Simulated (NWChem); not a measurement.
System: AlBrClF; SMILES [F][Al]([Cl])[Br]

```xyz
4

Al    -0.4201     0.5914     0.0000
F     -2.0402     0.9137     0.0000
Cl     0.9072     2.1861     0.0000
Br     0.2716    -1.5196     0.0000
```
Atoms are numbered in this order, from 1.

All runs use the structure optimised with PBE0/def2-SVP.

Spin-orbit effects, on the heavy nuclei and on their neighbours, are missing.

Give the principal values of the shielding tensors (ppm) of Al1, F2, Cl3, Br4 from Hartree-Fock/6-31G* (spherical d), GIAO (NWChem), with their diamagnetic and paramagnetic parts as GIAO splits them.


| atom | σ11 | σ22 | σ33 | isotropic | diamagnetic | paramagnetic |
|---|---|---|---|---|---|---|
| Al1 | 468.3 | 511.7 | 587.9 | 522.6 | 793.0 | -270.3 |
| F2 | 301.1 | 337.6 | 432.6 | 357.1 | 469.9 | -112.8 |
| Cl3 | 974.0 | 997.3 | 1115.9 | 1029.1 | 1147.9 | -118.9 |
| Br4 | 2836.9 | 2852.3 | 3065.3 | 2918.1 | 3122.6 | -204.4 |
